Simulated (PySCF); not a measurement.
A GIAO shielding run with PySCF 2.14 (density fitting, non-relativistic, gas phase) on SMILES O=S1(=O)CCC(N[SiH3])CC1, C5H13NO2SSi:

```
$ OMP_NUM_THREADS=1 python probes_run.py task.json out

{"job": {"kind": "nmr", "xc": "PBE0", "basis": "pcSseg-1"}, "charge": 0, "multiplicity": 1}
O     -3.206495    -1.199467     0.799440
S     -2.372983    -0.221948     0.151647
O     -3.017762     0.780253    -0.651673
C     -1.132343    -1.074556    -0.864201
C     -0.165239    -0.026598    -1.373390
C      0.613653     0.671460    -0.242167
N      1.454674    -0.224070     0.512291
Si     3.009002    -0.743598    -0.009543
C     -0.327354     1.465618     0.678481
C     -1.343688     0.602917     1.400054
H     -0.665295    -1.823925    -0.231278
H     -1.666772    -1.565457    -1.673478
H      0.552802    -0.483598    -2.058938
H     -0.737457     0.724344    -1.920932
H      1.289964     1.392120    -0.716969
H      0.923244    -0.860392     1.085563
H      3.014010    -1.609290    -1.200904
H      3.747926     0.479644    -0.318480
H      3.533664    -1.476568     1.138407
H     -0.872379     2.192570     0.073624
H      0.277773     2.008494     1.408768
H     -0.901693    -0.180756     2.008340
H     -2.012006     1.199788     2.015414
```

Hardware: 1 thread of an Intel Xeon 6975P-C, shared host. The job also computes population analyses, field gradients, ring-centre shieldings.

Task: How large is the calculation?

Result: 96 electrons, 249 basis functions and 1333 auxiliary functions.

Task: How long does it take, and how much memory does it need?

Result: 46 s of wall time, with 15 SCF cycles and 4 response iterations; peak memory 1.2 GiB. Times on a shared host scatter by some tens of per cent.
